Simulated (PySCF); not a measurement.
A GIAO shielding run with PySCF (density fitting, non-relativistic, gas phase) on `InChI=1S/C2H16Si5/c1-2-4-6-7-5-3/h2,4-7H2,1,3H3`:

```
$ OMP_NUM_THREADS=1 python probes_run.py task.json out

{"job": {"kind": "nmr", "xc": "PBE0", "basis": "pcSseg-1"}, "charge": 0, "multiplicity": 1}
C     -4.303717    -0.343466     0.769667
C     -2.798597    -0.411086     0.549646
Si    -2.305793    -0.305663    -1.289062
Si     0.007412    -0.276727    -1.423854
Si     1.160464     1.039523     0.106010
Si     3.478557     1.132584    -0.055507
Si     4.624021    -0.532711     1.070719
H     -4.551743    -0.406853     1.828835
H     -4.803144    -1.161872     0.255058
H     -4.703427     0.591375     0.382695
H     -2.319995     0.400261     1.103415
H     -2.417490    -1.339893     0.979989
H     -2.918317     0.916507    -1.836465
H     -2.977621    -1.416347    -1.984810
H      0.407589     0.120227    -2.784143
H      0.538945    -1.648348    -1.320390
H      0.821507     0.571169     1.464361
H      0.580099     2.393840     0.085152
H      3.987671     2.448433     0.370187
H      3.831155     1.093470    -1.486375
H      5.272693    -0.063089     2.297620
H      5.675487    -1.167565     0.273178
H      3.709491    -1.606785     1.472967
```

Hardware: 1 thread of an Arm Neoverse N1, shared host. The job also computes population analyses, field gradients.

Problem. How large is the calculation?

Solution. 98 electrons, 234 basis functions and 1335 auxiliary functions.

Problem. How long does it take, and how much memory does it need?

Solution. 93 s of wall time, with 12 SCF cycles and 4 response iterations; peak memory 1.1 GiB. Times on a shared host scatter by some tens of per cent.
